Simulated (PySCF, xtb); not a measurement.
Se(Cl)2 anion (Cl2Se), SMILES Cl[Se]Cl (connectivity only; charge and spin as stated), charge -1, multiplicity 2. Atoms are numbered in the order given.

```xyz
3

Se     0.0000     0.0000     0.1040
Cl     0.0000    -2.4650    -0.1040
Cl     0.0000     2.4650    -0.1040
```
Charge -1, spin multiplicity 2.

Geometry: B3LYP-D3(BJ)/def2-SVPD. The spin state was assumed, not searched. The isomer is the one that the SMILES or the coordinates give; other isomers of the formula were not compared.

Level of theory: IEF-PCM-B3LYP/def2-SVPD in PySCF 2.14.0.

The values are the electrostatic part of the solvation free energy, E(continuum) − E(gas) at the gas-phase geometry, in a cavity of scaled van der Waals radii (PySCF's table); cavitation and dispersion terms are not included.

```tsv
solvent	ε	ΔG(elec) (kcal/mol)
water	78.36	-49.6
toluene	2.37	___
acetonitrile	35.69	-48.8
```

Q: Complete the blanks. (Estimate from the structure and the level; the computed values follow.)

A: 
- toluene, ΔG(elec) (kcal/mol): -28.9

For comparison, GFN2-xTB/ALPB(water) (xtb, at the GFN2-xTB geometry, all terms of that model) gives -53.3 kcal/mol.
